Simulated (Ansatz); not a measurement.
CH$_{5}$F$_{2}$NSi (`FC(F)N[SiH3]`). Charge 0, multiplicity 1. Geometry: relaxed with PBE0-D4/def2-TZVP. It is one conformer, not always the lowest.

```xyz
10

F     1.499   -0.446    1.526
C     0.241    0.077    1.355
F     0.425    1.410    1.182
N    -0.414   -0.440    0.242
Si   -0.185    0.112   -1.395
H    -0.295   -0.092    2.293
H    -0.830   -1.343    0.398
H     1.247    0.186   -1.778
H    -0.806    1.442   -1.603
H    -0.881   -0.905   -2.221
```

(1) What is the dipole moment at B3LYP/def2-TZVPP? (Estimate.)

(2) And with PBE, r2SCAN, ωB97M-V? (Best estimate.)

(3) Give the Mulliken charges with B3LYP, PBE, r2SCAN in def2-TZVPP. (Estimate.)

## Answers

(1) Ansatz gave: 2.35 D, with components (-1.83, -1.47, 0.02) D in this frame, pointing from negative to positive charge.

(2) Computed: PBE 2.24 D, r2SCAN 2.31 D, ωB97M-V 2.33 D.

(3) The calculation gave: 
| atom | B3LYP | PBE | r2SCAN |
| --- | --- | --- | --- |
| F1 | -0.22 | -0.17 | -0.21 |
| C2 | 0.34 | 0.25 | 0.41 |
| F3 | -0.22 | -0.17 | -0.21 |
| N4 | -0.30 | -0.25 | -0.35 |
| Si5 | 0.34 | 0.26 | 0.37 |
| H6 | 0.09 | 0.08 | 0.05 |
| H7 | 0.14 | 0.15 | 0.15 |
| H8 | -0.06 | -0.05 | -0.06 |
| H9 | -0.06 | -0.05 | -0.07 |
| H10 | -0.07 | -0.05 | -0.07 |

B3LYP here is the variant with VWN-RPA as its local correlation; programs differ in this.
